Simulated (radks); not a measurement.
The numbers below are computed, except where a source is named.
Task: These are the eigenvalues of the occupied orbitals of an atom or ion with whole-number occupations (eV). Level of theory: Dirac Kohn-Sham, BLYP, spin-unpolarised, spherical densities, finite nucleus; Fermi nuclear charge, rms radius of each element as measured or else 0.836 A^(1/3) + 0.57 fm (a radial shooting solver on a logarithmic mesh with Libxc functionals).

1s1/2: -5410.095
2s1/2: -990.9496
2p1/2: -916.4315
2p3/2: -909.7885

Which element is it, and in what charge state? The configuration may be excited. Open shells, if any, fill j = l - 1/2 first.

Result: Z = 22, titanium, charge +14: Ti14+ in [He] 2s2 2p4. The list shows which subshells hold electrons but not how many an open one holds; the 1s level, -198.82 hartree, gives Z - s = 19.9 by -(Z - s)^2/2, which with screening and relativity narrows Z to a few neighbours, and the depths of the outer levels then fix element, charge and occupations together.
